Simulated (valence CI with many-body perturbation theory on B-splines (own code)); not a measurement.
V+ in three bases

Computed by valence CI with perturbative core correlation (CI+MBPT): four valence electrons over a frozen Dirac-Fock core [Ar], a basis of 7 s, 7 p, 8 d, 6 f, 4 g, 1 h functions for each j, with the one-electron correlation potential Σ1, the two-electron term Σ2, the three-electron term Σ3, Breit, model QED; selected CI, second order for the rest, scaled by the run's own slope (own B-spline code, finite nucleus).

Against 12 measured levels this calculation errs by 1238 cm⁻¹ on average and by 1894 at most. These come from a selection out of the NIST Handbook of Basic Atomic Spectroscopic Data. Levels without a partner in it may be off by more, other configurations by 1,000 to 4,000 cm⁻¹. Among the levels kept, up to 380 cm⁻¹ of a level comes from second order outside the variational space, and about a tenth of that is noise between levels of different J, which matters for small intervals. Only levels of the ground parity were solved; by the run's estimate the other parity begins above the list, which can be wrong where configurations are misplaced.

The reference run has the lowest level 3d4 5D_0 and an ionisation energy of 14.2877 eV. Its largest variational space holds 21561 state functions.

Changed runs:
A. basis 6 s, 6 p, 5 d, 5 f, 1 g
B. basis 5 s, 5 p, 4 d, 4 f

Run A ends with another lowest level, 3d3 4s 5F_1, and an ionisation energy of 14.1620 eV.

Run B ends with another lowest level, 3d3 4s 5F_1, and an ionisation energy of 14.1508 eV.
